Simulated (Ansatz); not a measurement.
C2H2F4O, SMILES `FC(F)OC(F)F` at its PBE0-D4/def2-TZVP geometry, where that method's forces vanish. The species carries charge 0 and has multiplicity 1.

```xyz
9

F    -0.6942   -0.9939    1.9846
C    -0.2244   -0.8681    0.7452
F     0.8539   -1.6605    0.6284
O     0.1231    0.4476    0.5813
C     0.1654    0.9109   -0.7079
F    -0.0063    2.2303   -0.6528
F     1.3679    0.6727   -1.2567
H    -0.9805   -1.1988    0.0229
H    -0.6050    0.4597   -1.3449
```

Task: What forces (eV/Å) does PBE-D4/def2-TZVPP give on these atoms in Ansatz? (An estimate is asked.)

Result: Computed: 
```
F1  -0.360 -0.085  0.840
C2  -0.331 -0.008 -0.359
F3   0.733 -0.571 -0.114
O4   0.100  0.428  0.551
C5  -0.383 -0.261 -0.159
F6  -0.156  0.903  0.029
F7   0.820 -0.191 -0.412
H8  -0.206 -0.077 -0.211
H9  -0.217 -0.138 -0.164
```
